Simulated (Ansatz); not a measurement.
Compare A (`F/C=C/[SiH3]`) with its isomer B (`FC1C[SiH2]1`).

Calculated with Ansatz (gas phase, PBE0-D4/def2-TZVP geometries, no zero-point term in ΔE). CCSD(T)/CBS adds triple-zeta CCSD(T) − MP2 to the extrapolated MP2 energy (def2 sets, frozen cores). Functionals use def2-TZVPP. B3LYP here is the variant with VWN-RPA as its local correlation; programs differ in this.

(1) Which isomer does CCSD(T)/CBS put lower? Give the gap. (Estimate.)

(2) Give E(B) − E(A) in kcal/mol with PBE0-D4, B2PLYP, HF/def2-TZVPP, CCSD(T)/def2-TZVPP, r2SCAN-D4, B3LYP-D4, PBE-D4. (An estimate is asked.)

(3) Does the order hold for the free energy at 298.15 K (harmonic terms from PBE0-D4)? (Best estimate.)

Largest T1 diagnostic: 0.012.

Results:

(1) Computed: A, by 17.6 kcal/mol.

(2) Ansatz gave: PBE0-D4 14.2, B2PLYP 18.7, HF/def2-TZVPP 24.8, CCSD(T)/def2-TZVPP 18.4, r2SCAN-D4 15.6, B3LYP-D4 18.9, PBE-D4 14.3. None reverses the order clearly.

(3) Computed: Yes: G(B) − G(A) = +19.5 kcal/mol.

Leaving LDA and LC-ωPBE aside and taking each functional with its dispersion term where it has one, the values, not all of them listed here, spread over 5.4 kcal/mol, from PBE0-D4 to BLYP-D4. LDA lies −3.8 kcal/mol from PBE without D4. At CCSD(T), def2-SVP lies +1.7 kcal/mol from the extrapolated value and def2-TZVPP +0.7 kcal/mol.
